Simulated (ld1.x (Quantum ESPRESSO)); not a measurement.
## chlorine, PAW: configuration errors across variants

```
Element                 : Cl (Z = 17)
Generator               : ld1.x (Quantum ESPRESSO) 7.5
Type                    : PAW
Functional              : PBE
Relativity              : non-relativistic
Frozen core             : [He]
Valence charge          : 15
Reference configuration : 2s2 2p6 3s2 3p3 (charge +2)
Partial waves           : 2s (bound): rcut 0.60, rcutus 0.70 bohr; 3s (bound): rcut 0.60, rcutus 0.70 bohr; 2p (bound): rcut 0.60, rcutus 0.70 bohr; 3p (bound): rcut 0.60, rcutus 0.70 bohr
Local potential         : all-electron potential smoothed inside 0.55 bohr (lloc = -2)
Core correction         : Bessel-smoothed model core inside 0.70 bohr
Augmentation charge     : BESSEL, radius 0.45 bohr
```

All-electron excitation energies from the reference (eV): (1) 2s2 2p6 3s2 3p5 -39.349; (2) 2s2 2p6 3s2 3p4 -25.459; (3) 2s2 2p6 3s2 3p2 38.313; (4) 2s2 2p6 3s1 3p5 -12.941; (5) 2s2 2p5 3s2 3p5 170.771; (6) 2s2 2p6 3s2 3p4.5 -33.759; (7) 2s1 2p6 3s2 3p5 228.234.

The overlap operator is not positive definite (basis up to 400 Ry) in “base”, “core correction Bessel-smoothed model core inside 0.74 bohr”, “waves 2p (bound): rcut 0.40, rcutus 0.42 bohr; 3p (bound): rcut 0.40, rcutus 0.42 bohr”. Such files are unfit for use, however small their errors in these radial tests.

4 further variants failed, have other tests or another functional or relativity, and are left out.

Errors AE − PS in meV (a dash: test not solved or not reliable):

| change | (1) | (2) | (3) | (4) | (5) | (6) | (7) | bound ghosts |
| --- | --- | --- | --- | --- | --- | --- | --- | --- |
| base | -1.3 | -0.6 | -1.0 | -3.2 | +140 | -0.8 | +90 | not determined (overlap not positive) |
| local potential all-electron potential smoothed inside 0.40 bohr (lloc = -2) | +0.2 | +0.1 | 0.0 | -0.1 | +36 | +0.1 | +21 | none |
| core correction Bessel-smoothed model core inside 0.74 bohr | -1.3 | -0.6 | -1.0 | -3.2 | +140 | -0.8 | +90 | not determined (overlap not positive) |
| waves 2p (bound): rcut 0.40, rcutus 0.42 bohr; 3p (bound): rcut 0.40, rcutus 0.42 bohr | +0.8 | +0.3 | +0.3 | 0.0 | -26 | +0.6 | +6.6 | not determined (overlap not positive) |

**Question.** Give the same row for: waves 2s (bound): rcut 0.50, rcutus 0.54 bohr; 3s (bound): rcut 0.50, rcutus 0.54 bohr.

**Answer.** -0.2, -0.1, -0.1, -0.2, +11, -0.1, +2.5; bound ghosts: none.
